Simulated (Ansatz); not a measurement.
Mulliken charges of C₃H₄F₂Si (`C#C[Si](C)(F)F`) from r2SCAN/def2-TZVPP in Ansatz (PBE0-D4/def2-TZVP geometry).

```json
{"atom": "C1", "x (Å)": "2.569", "y (Å)": "-0.181", "z (Å)": "-0.557", "charge (e)": "-0.050"}
{"atom": "C2", "x (Å)": "1.376", "y (Å)": "-0.017", "z (Å)": "-0.609", "charge (e)": "-0.374"}
{"atom": "Si3", "x (Å)": "-0.424", "y (Å)": "0.211", "z (Å)": "-0.611", "charge (e)": "0.885"}
{"atom": "C4", "x (Å)": "-1.202", "y (Å)": "-0.121", "z (Å)": "1.018", "charge (e)": "-0.327"}
{"atom": "F5", "x (Å)": "-1.040", "y (Å)": "-0.743", "z (Å)": "-1.719", "charge (e)": "-0.310"}
{"atom": "F6", "x (Å)": "-0.732", "y (Å)": "1.697", "z (Å)": "-1.074", "charge (e)": "-0.310"}
{"atom": "H7", "x (Å)": "3.625", "y (Å)": "-0.324", "z (Å)": "-0.520", "charge (e)": "0.224"}
{"atom": "H8", "x (Å)": "-2.283", "y (Å)": "0.029", "z (Å)": "0.965", "charge (e)": "0.086"}
{"atom": "H9", "x (Å)": "-1.010", "y (Å)": "-1.150", "z (Å)": "1.330", "charge (e)": "0.088"}
{"atom": "H10", "x (Å)": "-0.796", "y (Å)": "0.549", "z (Å)": "1.779", "charge (e)": "0.088"}
```

Q: By hand: the dipole of these point charges (1 e Å = 4.8032 D).

A: Σ q r = (0.381, -0.177, 0.488) e Å, of length 0.644 e Å = 3.09 D.

Q: How does the dipole of the full density compare? (An estimate is asked.)

A: Computed: (0.226, -0.140, 0.422) e Å, 2.40 D; the point charges give 1.29 times that, at 9° from its direction.

Point charges leave out the atoms' own dipoles, such as those of lone pairs, and Mulliken's split depends on the basis, so the two needn't agree.
